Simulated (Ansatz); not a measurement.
Consider the formal exchange of groups at the Si–O bond: `O[Si](O)(F)[SiH3]` + `BC(=O)O` → `B[Si](O)(F)[SiH3]` + `O=C(O)O`.

Isolated molecules relaxed with PBE0-D4/def2-TZVP in Ansatz; ΔE leaves out vibrations. CBS: MP2 limit from def2 TZ/QZ plus the TZ coupled-cluster correction, frozen cores. Functionals use def2-TZVPP. B3LYP here is the variant with VWN-RPA as its local correlation; programs differ in this. One conformer a species, not always the lowest.

`O[Si](O)(F)[SiH3]`:

Cartesian coordinates in Å:
```
O 0.829 -0.563 -1.662
Si -0.322 -0.371 -0.514
O -0.676 -1.841 0.081
F -1.596 0.276 -1.239
Si 0.283 1.012 1.264
H 0.918 0.117 -2.331
H -0.694 -2.586 -0.523
H 0.611 2.365 0.739
H -0.833 1.131 2.237
H 1.481 0.460 1.949
```

`BC(=O)O`:

```xyz
7

B    -1.105   -0.174    0.222
C     0.363    0.151   -0.190
O     0.445    0.907   -1.132
O     1.419   -0.359    0.441
H    -1.666    0.555    0.978
H    -1.671   -1.069   -0.323
H     2.214   -0.011    0.004
```

`B[Si](O)(F)[SiH3]`:

Cartesian coordinates in Å:
```
B -1.220 0.352 -1.640
Si -0.206 -0.673 -0.250
O -1.269 -1.418 0.758
F 0.755 -1.794 -0.895
Si 1.233 0.772 0.949
H -0.804 0.469 -2.754
H -2.203 0.960 -1.340
H -0.916 -1.911 1.501
H 0.467 1.919 1.508
H 1.847 0.021 2.081
H 2.318 1.302 0.082
```

`O=C(O)O`:

Z-matrix (Å, degrees):
```
C
O 1 1.331
O 1 1.331 2 108.9
O 1 1.200 2 125.6 3 180.0
H 2 0.965 1 106.3 3 -180.0
H 3 0.965 1 106.3 2 -180.0
```

```
             level  ΔE (kJ/mol)  difference from CCSD(T)/CBS
            PBE-D4        140.0                        -16.9
          B3LYP-D4        153.1                         -3.8
           ωB97X-V        143.0                        -13.9
            B2PLYP        157.8                          0.9
               PBE        140.0                        -16.9
             B3LYP        153.0                         -3.9
     HF/def2-TZVPP        146.4                        -10.5
SCS-MP2/def2-TZVPP        157.3                          0.4
    MP2/def2-QZVPP        163.6                          6.7
    CCSD/CBS(def2)        155.7                         -1.2
       CCSD(T)/CBS        156.9                            0
```

Largest T1 diagnostic among the species: 0.019.

From PBE to PBE0 (25 % exact exchange), in def2-TZVPP and without D4, ΔE moves by −3.3 kJ/mol. In def2-TZVPP, CCSD(T) changes the Hartree–Fock value by +5.2 kJ/mol (the triples alone add +1.2 kJ/mol) and MP2 by +13.4 kJ/mol.
